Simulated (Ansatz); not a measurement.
C2H4FGaO, relaxed with RKS PBE-D4/def2-SVP in Ansatz from a rough embedded geometry. The force threshold is 0.03 eV/Å; the program also tests the step.

Charge 0, multiplicity 1. The bonds changed during the relaxation, so this is another structure than the one it started from.

Start:

```xyz
9

O     0.847    0.845    0.925
C    -0.182    0.150    0.423
Ga   -1.297   -0.419   -0.795
C     0.316   -1.130   -0.279
F     0.906   -0.695   -1.530
H     0.670    1.834    0.744
H    -0.829   -0.193    1.293
H    -1.475    1.218   -1.103
H     1.043   -1.611    0.323
```

```csv
step,energy (eV),largest force (eV/Å),largest move (Å)
1,-59247.8147,7.885,0.000
2,-59249.3429,3.776,0.195
3,-59250.2055,1.197,0.195
4,-59250.4726,1.200,0.200
5,-59250.6665,1.017,0.195
6,-59250.7213,0.618,0.114
7,-59250.7410,0.245,0.172
8,-59250.7572,0.190,0.062
9,-59250.7846,0.475,0.108
10,-59250.8666,0.890,0.159
11,-59251.0705,1.158,0.195
12,-59251.3811,1.282,0.197
13,-59251.7474,1.179,0.193
14,-59251.8593,1.686,0.191
15,-59251.8938,1.095,0.178
16,-59251.9142,0.761,0.193
17,-59251.9439,0.377,0.089
18,-59251.9558,0.181,0.129
19,-59251.9566,0.097,0.075
20,-59251.9606,0.068,0.055
21,-59251.9611,0.054,0.024
22,-59251.9613,0.021,0.009
```

End:

```xyz
9

O     0.828    1.246    0.443
C     0.255    0.034    0.618
Ga   -1.412   -0.108   -1.613
C     0.606   -1.042   -0.148
F     1.576   -0.956   -1.076
H     0.170    1.923    0.696
H    -0.481   -0.114    1.426
H    -1.825    1.085   -0.435
H     0.283   -2.069    0.089
```

Run time 16 s (4 threads of an Intel Xeon 6975P-C on a shared host); peak host memory 0.18 GiB.
